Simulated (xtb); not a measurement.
xtb input (GFN2-xTB):

```bash
xtb mol.xyz --gfn 2 --sp --chrg 1 --uhf 0
```
mol.xyz:
```
2

Si    -0.00000000    -0.00000000    -0.10196874
H      0.00000000     0.00000000     1.42756239
```

End of the output:

```
         :::::::::::::::::::::::::::::::::::::::::::::::::::::
         ::                     SUMMARY                     ::
         :::::::::::::::::::::::::::::::::::::::::::::::::::::
         :: total energy              -1.711561482567 Eh    ::
         :: gradient norm              0.010610967562 Eh/a0 ::
         :: HOMO-LUMO gap              2.378042547696 eV    ::
         ::.................................................::
         :: SCC energy                -1.716866824620 Eh    ::
         :: -> isotropic ES            0.137690413691 Eh    ::
         :: -> anisotropic ES         -0.009751085025 Eh    ::
         :: -> anisotropic XC         -0.013990090217 Eh    ::
         :: -> dispersion             -0.000139660070 Eh    ::
         :: repulsion energy           0.005305342053 Eh    ::
         :: add. restraining           0.000000000000 Eh    ::
         :: total charge               1.000000000000 e     ::
         :::::::::::::::::::::::::::::::::::::::::::::::::::::

           -------------------------------------------------
          |                Property Printout                |
           -------------------------------------------------

    * Orbital Energies and Occupations

         #    Occupation            Energy/Eh            Energy/eV
      -------------------------------------------------------------
         1        2.0000           -0.9720440             -26.4507
         2        2.0000           -0.6859116             -18.6646 (HOMO)
         3                         -0.5985201             -16.2866 (LUMO)
         4                         -0.5985201             -16.2866
         5                         -0.4862838             -13.2325
         6                         -0.3991211             -10.8606
         7                         -0.3991211             -10.8606
         8                         -0.3587152              -9.7611
         9                         -0.3587152              -9.7611
        10                          0.2244403               6.1073
      -------------------------------------------------------------
                  HL-Gap            0.0873915 Eh            2.3780 eV
             Fermi-level           -0.6422159 Eh          -17.4756 eV

     #   Z          covCN         q      C6AA      α(0)
     1  14 Si       0.892     0.789   202.440    30.918
     2   1 H        0.892     0.211     1.048     1.602

 Mol. C6AA /au·bohr⁶  :        231.311191
 Mol. C8AA /au·bohr⁸  :      15310.641373
 Mol. α(0) /au        :         32.520542

Wiberg/Mayer (AO) data.
largest (>0.10) Wiberg bond orders for each atom

 ---------------------------------------------------------------------------
Note: The following floating-point exceptions are signalling: IEEE_DENORMAL
normal termination of xtb
     #   Z sym  total        # sym  WBO       # sym  WBO       # sym  WBO
 ---------------------------------------------------------------------------
     1  14 Si   0.956 --     2 H    0.956
     2   1 H    0.956 --     1 Si   0.956
 ---------------------------------------------------------------------------

Topologies differ in total number of bonds
Writing topology from bond orders to xtbtopo.mol

molecular dipole:
                 x           y           z       tot (Debye)
 q only:        0.000       0.000       0.417
   full:        0.000       0.000       0.678       1.723
molecular quadrupole (traceless):
                xx          xy          yy          xz          yz          zz
 q only:       -0.782       0.000      -0.782       0.000       0.000       1.564
  q+dip:       -1.336       0.000      -1.336      -0.000       0.000       2.673
   full:        0.532       0.000       0.532      -0.000       0.000      -1.063

           -------------------------------------------------
          | TOTAL ENERGY               -1.711561482567 Eh   |
          | GRADIENT NORM               0.010610967562 Eh/α |
          | HOMO-LUMO GAP               2.378042547696 eV   |
           -------------------------------------------------

------------------------------------------------------------------------
------------------------------------------------------------------------
 total:
 SCF:
```

This state (charge 1, singlet) is run at the relaxed geometry of the species with charge 0 and multiplicity 2.
